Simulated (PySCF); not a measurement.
SMILES C[Si](C)(C)/C=C/[SiH2]Cl, GFN2-xTB optimised geometry.

```
21

Si     2.86    -1.09     0.90
Cl     3.52    -2.08     2.54
C      0.98    -1.12     0.93
C      0.19    -0.57     0.00
Si    -1.70    -0.57     0.00
C     -2.30    -1.44    -1.59
C     -2.37    -1.47     1.54
C     -2.30     1.25     0.00
H      3.38     0.27     0.96
H      3.38    -1.78    -0.28
H      0.50    -1.61     1.77
H      0.68    -0.07    -0.84
H     -3.39    -1.44    -1.65
H     -1.97    -2.47    -1.62
H     -1.92    -0.95    -2.48
H     -2.04    -1.00     2.45
H     -3.46    -1.48     1.55
H     -2.04    -2.51     1.56
H     -1.92     1.78    -0.86
H     -1.96     1.77     0.89
H     -3.38     1.30    -0.03
```

Density from PBE0/def2-SVP run with PySCF at that geometry.

Minimum of the electron density along straight lines between bonded atoms, close to the bond critical point (lines longer than 1.1 times the sum of covalent radii, or with two minima, are not listed):

```json
[
 {"bond": "Si1–Cl2", "length / Å": "2.025", "ρ at the minimum / e bohr⁻³": "___", "∇²ρ there / e bohr⁻⁵": "0.32", "position (fraction from the first atom)": "0.37"},
 {"bond": "Si1–C3", "length / Å": "1.881", "ρ at the minimum / e bohr⁻³": "0.116", "∇²ρ there / e bohr⁻⁵": "0.33", "position (fraction from the first atom)": "0.38"},
 {"bond": "C3–C4", "length / Å": "1.333", "ρ at the minimum / e bohr⁻³": "0.335", "∇²ρ there / e bohr⁻⁵": "___", "position (fraction from the first atom)": "0.50"},
 {"bond": "C4–Si5", "length / Å": "1.897", "ρ at the minimum / e bohr⁻³": "0.110", "∇²ρ there / e bohr⁻⁵": "0.34", "position (fraction from the first atom)": "0.62"},
 {"bond": "Si5–C6", "length / Å": "1.909", "ρ at the minimum / e bohr⁻³": "0.109", "∇²ρ there / e bohr⁻⁵": "0.31", "position (fraction from the first atom)": "0.38"},
 {"bond": "Si5–C7", "length / Å": "1.906", "ρ at the minimum / e bohr⁻³": "0.110", "∇²ρ there / e bohr⁻⁵": "0.32", "position (fraction from the first atom)": "0.38"},
 {"bond": "Si5–C8", "length / Å": "1.909", "ρ at the minimum / e bohr⁻³": "0.109", "∇²ρ there / e bohr⁻⁵": "0.31", "position (fraction from the first atom)": "0.38"},
 {"bond": "Si1–H9", "length / Å": "1.463", "ρ at the minimum / e bohr⁻³": "0.119", "∇²ρ there / e bohr⁻⁵": "0.31", "position (fraction from the first atom)": "0.49"},
 {"bond": "Si1–H10", "length / Å": "1.463", "ρ at the minimum / e bohr⁻³": "0.119", "∇²ρ there / e bohr⁻⁵": "0.31", "position (fraction from the first atom)": "0.49"},
 {"bond": "C3–H11", "length / Å": "1.084", "ρ at the minimum / e bohr⁻³": "0.278", "∇²ρ there / e bohr⁻⁵": "-1.03", "position (fraction from the first atom)": "0.63"},
 {"bond": "C4–H12", "length / Å": "1.085", "ρ at the minimum / e bohr⁻³": "0.277", "∇²ρ there / e bohr⁻⁵": "-1.02", "position (fraction from the first atom)": "0.62"},
 {"bond": "C6–H13", "length / Å": "1.086", "ρ at the minimum / e bohr⁻³": "0.271", "∇²ρ there / e bohr⁻⁵": "-0.97", "position (fraction from the first atom)": "0.62"},
 {"bond": "C6–H14", "length / Å": "1.086", "ρ at the minimum / e bohr⁻³": "0.272", "∇²ρ there / e bohr⁻⁵": "-0.97", "position (fraction from the first atom)": "0.62"},
 {"bond": "C6–H15", "length / Å": "1.086", "ρ at the minimum / e bohr⁻³": "0.271", "∇²ρ there / e bohr⁻⁵": "-0.97", "position (fraction from the first atom)": "0.62"},
 {"bond": "C7–H16", "length / Å": "1.086", "ρ at the minimum / e bohr⁻³": "0.271", "∇²ρ there / e bohr⁻⁵": "-0.97", "position (fraction from the first atom)": "0.62"},
 {"bond": "C7–H17", "length / Å": "1.086", "ρ at the minimum / e bohr⁻³": "0.271", "∇²ρ there / e bohr⁻⁵": "-0.96", "position (fraction from the first atom)": "0.62"},
 {"bond": "C7–H18", "length / Å": "1.086", "ρ at the minimum / e bohr⁻³": "0.271", "∇²ρ there / e bohr⁻⁵": "-0.97", "position (fraction from the first atom)": "0.62"},
 {"bond": "C8–H19", "length / Å": "1.086", "ρ at the minimum / e bohr⁻³": "0.271", "∇²ρ there / e bohr⁻⁵": "-0.97", "position (fraction from the first atom)": "0.62"},
 {"bond": "C8–H20", "length / Å": "1.086", "ρ at the minimum / e bohr⁻³": "0.272", "∇²ρ there / e bohr⁻⁵": "-0.97", "position (fraction from the first atom)": "0.62"},
 {"bond": "C8–H21", "length / Å": "1.086", "ρ at the minimum / e bohr⁻³": "0.271", "∇²ρ there / e bohr⁻⁵": "-0.97", "position (fraction from the first atom)": "0.62"}
]
```

Problem. Some entries are withheld; supply them.

Solution. 
- Si1–Cl2, ρ at the minimum / e bohr⁻³: 0.096
- C3–C4, ∇²ρ there / e bohr⁻⁵: -0.87
